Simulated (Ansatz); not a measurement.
Ag₂Se⁺. Charge 1, multiplicity 2. Geometry PBE-D4/def2-TZVP; atoms count from 1.

Cartesian coordinates in Å:
```
Ag 0.385 0.668 1.691
Ag -0.770 -1.410 -0.936
Se 0.385 0.742 -0.755
```

In the def2 sets Ag takes a core potential; there is no spin–orbit coupling. No other spin state of charge 1 was run. The structure comes from a short search, and lower isomers may exist.

Question: Estimate the Mulliken populations from the PBE0/def2-TZVP orbitals of Ansatz.

Answer: 
```csv
atom,charge (e),spin (α − β),d electrons
Ag1,0.52,-0.02,9.90
Ag2,0.52,-0.02,9.90
Se3,-0.03,1.04,–
```
Mulliken values and Mayer orders depend strongly on the basis.

Question: Where does the spin sit?

Answer: Summed by element: Ag -0.04, Se 1.04, of 1 unpaired in all. Largest on single atoms: Se3 1.04, Ag2 -0.02, Ag1 -0.02.

Question: And the Mayer bond orders between bonded heavy atoms (over 0.3)?

Answer: Ag1–Se3 0.91 (2.45 Å); Ag2–Se3 0.91 (2.45 Å).
